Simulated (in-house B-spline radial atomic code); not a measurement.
A calculation on neutral boron: its settings, and results tabulated from the run. Method: non-relativistic r2SCAN, spin-polarised, spherical fractional occupations, point nucleus, inside a hard spherical wall at 3.24 bohr. Calculated with a radial B-spline atomic code at the basis-set limit.

Command:
```bash
python run_scf.py task.json out
```
Settings:
```
Z                5
configuration    [He] 2s2 2p1
hamiltonian      nr
method           r2scan
spin_polarised   True
wall_radius      3.24
```

Output (hartree, bohr):
```
 radial grid: 33 intervals, B-splines of order 8, outer radius 3.24 bohr

 iter        energy (Eh)    residual
    1         -24.221502    1.27e-02
    2         -24.222578    5.38e-04
    3         -24.222580    3.01e-04
    4         -24.222581    1.69e-04
    5         -24.222581    2.11e-05
    6         -24.222581    2.34e-06
    7         -24.222581    2.26e-07
    8         -24.222581    8.54e-09

 total energy                       -24.22258
 kinetic                              26.0205
 electron-nucleus                    -59.0581
 Hartree                              12.9130
 exchange-correlation                 -4.0980

 orbital      occ     eigenvalue          <r>       <r^2>       <1/r>     <1/r^3>       r_max
 1s up      1.000        -6.3766     0.329928    0.148116     4.64619           -      0.2109
 1s down    1.000        -6.3570     0.328609    0.146688     4.65802           -      0.2107
 2s up      1.000        -0.1134      1.57956     2.79802    0.869204           -       1.459
 2s down    1.000        -0.0293      1.59499     2.84742    0.853473           -       1.481
 2p up      1.000         0.1676      1.53118      2.6652    0.784723     1.31497       1.424
```

Cost of the run: 0.05 s on 1 thread of Arm Neoverse V1, on a shared host.
